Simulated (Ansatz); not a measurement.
`O[SiH](F)F` → `OF` + `F[SiH]`  (silylene formation by 1,1-elimination)

Calculated with Ansatz (gas phase, PBE0-D4/def2-TZVP geometries, no zero-point term in ΔE). CCSD(T)/CBS adds triple-zeta CCSD(T) − MP2 to the extrapolated MP2 energy (def2 sets, frozen cores). This one scheme is used for every species. Functionals use def2-TZVPP. Each species was taken in one conformer, which may not be the lowest.

`O[SiH](F)F`:

Z-matrix (Å, degrees):
```
Si
F 1 1.584
F 1 1.584 2 105.5
O 1 1.614 2 111.2 3 -120.7
H 1 1.463 2 110.2 3 118.9
H 4 0.958 1 120.9 2 58.5
```

`OF`:

Cartesian coordinates in Å:
```
O 0.340 0.265 0.302
F -0.814 -0.538 0.356
H 0.474 0.273 -0.658
```

`F[SiH]`:

```xyz
3

F    -1.080   -0.610   -0.048
Si    0.490   -0.375   -0.334
H     0.590    0.985    0.382
```

```csv
species,LDA (SPW92) energy (Eh)
`O[SiH](F)F`,-562.96511
`OF`,-174.44177
`F[SiH]`,-388.18118
```

(1) Work out ΔE.

Largest T1 diagnostic among the species: 0.015.

Answers

(1) ΔE = (-174.44177) + (-388.18118) − (-562.96511) = 0.34216 Eh = +214.7 kcal/mol. CCSD(T)/CBS gives +216.9 kcal/mol.

From BLYP to BHLYP (50 % exact exchange), in def2-TZVPP and without D4, ΔE moves by +22.2 kcal/mol. Leaving LDA and LC-ωPBE aside and taking each functional with its dispersion term where it has one, the values, not all of them listed here, spread over 23.7 kcal/mol, from revPBE-D4 to r2SCAN0-D4. LDA lies +14.0 kcal/mol from PBE without D4. At CCSD(T), def2-SVP lies −16.2 kcal/mol from the extrapolated value and def2-TZVPP −3.6 kcal/mol.
